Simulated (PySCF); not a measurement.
C8H9 (doublet state).
SMILES with atom numbers: `[CH2:1][C:2]#[C:3]/[CH:4]=[CH:5]\[CH2:6][CH:7]=[CH2:8]` (hydrogens: H9, H10 on C1; H11 on C4; H12 on C5; H13, H14 on C6; H15 on C7; H16, H17 on C8)

Cartesian coordinates in Å at the GFN2-xTB level; atoms count from 1:
```
atom  x, y, z in Å
C1    -3.690    1.243    0.320
C2    -2.742    0.366   -0.016
C3    -1.867   -0.449   -0.326
C4    -0.910   -1.368   -0.696
C5     0.386   -1.334   -0.302
C6     0.975   -0.274    0.570
C7     1.991    0.512   -0.208
C8     3.282    0.540    0.062
H9    -3.470    2.089    0.949
H10   -4.700    1.129   -0.032
H11   -1.246   -2.172   -1.342
H12    1.067   -2.095   -0.653
H13    0.182    0.391    0.920
H14    1.462   -0.736    1.433
H15    1.594    1.060   -1.053
H16    3.977    1.112   -0.530
H17    3.701   -0.003    0.894
```

The hyperfine couplings belong to this conformer and change with its torsions.

Method: PySCF 2.14.0, UKS B3LYP, pcH-1 on C H, non-relativistic, mean-field spin-orbit, GIAO. The structure is a single GFN2-xTB conformer in the gas phase; no vibrational or solvent corrections. The geometry wasn't refined by DFT: couplings that depend on bond lengths, twists or pyramidal angles can differ widely from those at the functional's own minimum. The SCF solution wasn't tested for stability. ⟨S²⟩ is 0.788 where a pure state has 0.75.

**Question.** The isotropic 13C couplings are -55.8, +50.5, +43.8, +38.4, -36.4, +21.5, -11.3, +0.9 MHz. Assign them to C1; C2; C3; C4; C5; C6; C7; C8.

**Answer.** 
| site | a_iso (MHz) | ρ(0) (bohr⁻³) | position | distance from C1 (Å) | spin population | largest \|T\| (MHz) |
| --- | --- | --- | --- | --- | --- | --- |
| C1 | +50.5 | +0.0449 | largest spin population | 0.00 | +0.63 | 94.3 |
| C2 | -55.8 | -0.0497 | 1 bond from C3 | 1.33 | -0.24 | 21.5 |
| C3 | +43.8 | +0.0389 | a main spin site | 2.57 | +0.46 | 69.4 |
| C4 | -36.4 | -0.0324 | 1 bond from C5 | 3.95 | -0.20 | 23.6 |
| C5 | +38.4 | +0.0342 | a main spin site | 4.86 | +0.42 | 63.9 |
| C6 | -11.3 | -0.0101 | 1 bond from C5 | 4.91 | -0.03 | 0.6 |
| C7 | +21.5 | +0.0191 | 2 bonds from C5 | 5.75 | 0.00 | 3.5 |
| C8 | +0.9 | +0.0008 | 3 bonds from C5 | 7.01 | +0.02 | 2.1 |

ρ(0) is the spin density at the nucleus and T the dipolar tensor; entries for several nuclei are means. The Mulliken spin populations are largest on C1 (+0.63), C3 (+0.46), C5 (+0.42) and C2 (-0.24). Three atoms exceed +0.15. The positive populations add up to 1.55 and the negative ones to -0.55, together 2S = 1. The angles at C1 add up to 360.0°, so it is planar. Main spin sites, with 60 % or more of the largest population: C1, C3, C5; positions count bonds from the nearest.

β density exceeds α density at some nuclei, such as C2 (-0.0497), C4 (-0.0324) and C6 (-0.0101), spin density in bohr⁻³. In a single determinant that takes different orbitals for the two spins, that is spin polarisation.

Class means assume fast exchange of nuclei equivalent by connectivity; if that motion is slow, each nucleus keeps its own coupling. H9 and H10 aren't averaged: C1 is flat or nearly so (angle sum 360°), and its turn about the short C1–C2 bond (1.33 Å) is taken as slow. The 1H value of +16.2 MHz is a mean of couplings from 1.0 to 31.4 MHz in this one geometry, not an average over conformers.
